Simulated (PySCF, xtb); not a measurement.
Bi(F)3 anion (BiF3), SMILES [F][Bi]([F])[F] (connectivity only; charge and spin as stated), charge -1, multiplicity 2.

Harmonic wavenumbers (cm⁻¹) from GFN2-xTB in xtb at its own minimum, in rising order: 79, 79, 108, 300, 300, 372.

Question: What does B3LYP-D3(BJ)/def2-SVPD run with PySCF give at its own minimum? (The exact figures need the calculation; the answer reports its results.)

Answer: 57, 57, 91, 385, 385, 427. Paired by order, the mean absolute difference is 48 cm⁻¹ and the zero-point energies are 1.8 and 2.0 kcal/mol.
